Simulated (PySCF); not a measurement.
Run record: geometry optimisation, `CB(C)C1=CC=CC=CC1`.

Method: PBE0-D3(BJ)/def2-SVP geometry optimisation, gas phase (PySCF 2.14.0). Start geometry: GFN2-xTB. The input is one job of a driver script: a line of settings, then coordinates in Å.

Command:
```bash
OMP_NUM_THREADS=1 python probes_run.py task.json out
```

Input:
```
{"job": {"xc": "PBE0", "basis": "def2-SVP", "d3": "d3bj", "grid": 1, "kind": "geom"}, "charge": 0, "multiplicity": 1}
C     -1.963626     0.996006     1.444109
B     -1.584211    -0.041501     0.312960
C     -2.644423    -1.147707    -0.082047
C     -0.206600     0.023686    -0.387851
C      0.379453    -1.067044    -0.947193
C      1.737930    -1.182240    -1.366204
C      2.790884    -0.565582    -0.771933
C      2.683923     0.314952     0.348689
C      1.639364     1.128395     0.570870
C      0.577037     1.316545    -0.451881
H     -1.111912     1.480729     1.914522
H     -2.577872     1.784782     1.006974
H     -2.567649     0.545885     2.229368
H     -2.453286    -2.043054     0.511162
H     -2.596052    -1.449389    -1.125511
H     -3.667993    -0.849862     0.134615
H     -0.209142    -1.970727    -1.046084
H      1.948638    -1.947867    -2.103583
H      3.790962    -0.864204    -1.062122
H      3.501667     0.290654     1.057884
H      1.557229     1.671043     1.502341
H      1.021266     1.425636    -1.444689
H     -0.050340     2.177849    -0.234318
```

Output:
```
step   0  E = -374.89550524  max force = 0.011303
step   1  E = -374.89885958  max force = 0.002596
step   2  E = -374.89896166  max force = 0.000916
step   3  E = -374.89900462  max force = 0.001599
step   4  E = -374.89903223  max force = 0.001625
step   5  E = -374.89905163  max force = 0.000654
step   6  E = -374.89907011  max force = 0.000716
step   7  E = -374.89908374  max force = 0.000650
step   8  E = -374.89908861  max force = 0.000819
step   9  E = -374.89909746  max force = 0.000892
step  10  E = -374.89911468  max force = 0.000719
step  11  E = -374.89913217  max force = 0.000320
step  12  E = -374.89914020  max force = 0.000230
optimisation converged
```

Energies in Eh; «max force» is the largest Cartesian gradient component in Eh/bohr.

Task: How much energy does the optimisation release, in kJ/mol?

Result: E(step 0) − E(last step) = 0.003635 Eh, which is 9.5 kJ/mol.

In short: final energy -374.89914 Eh after 12 steps; dipole 0.38 D.

Task: Give the final coordinates.

Result: 0.156 Å rms from the input after alignment:
```
atom  x, y, z in Å
C1    -1.9145    0.7690    1.2277
B2    -1.4434   -0.2773    0.1442
C3    -2.4202   -1.4624   -0.2141
C4    -0.0549   -0.1052   -0.5429
C5     0.5581   -1.1726   -1.1406
C6     1.9410   -1.2732   -1.5117
C7     2.9837   -0.6581   -0.8699
C8     2.8706    0.2231    0.2594
C9     1.8067    1.0249    0.5058
C10    0.7126    1.1981   -0.4929
H11   -1.0999    1.2581    1.7828
H12   -2.4460    1.5721    0.6792
H13   -2.6415    0.3571    1.9442
H14   -2.4121   -2.1764    0.6310
H15   -2.1868   -2.0236   -1.1300
H16   -3.4613   -1.1037   -0.2772
H17   -0.0389   -2.0763   -1.3097
H18    2.1967   -2.0376   -2.2533
H19    3.9948   -0.9739   -1.1494
H20    3.7037    0.2227    0.9702
H21    1.7553    1.5701    1.4543
H22    1.1486    1.3997   -1.4881
H23    0.0609    2.0410   -0.2287
```

Time: 8.1 min; peak memory 0.93 GiB. Hardware: one thread of an Intel Xeon Platinum 8259CL at 2.50 GHz, shared host.
Labels such as C1 count atoms from 1, the log's own numbers from 0.
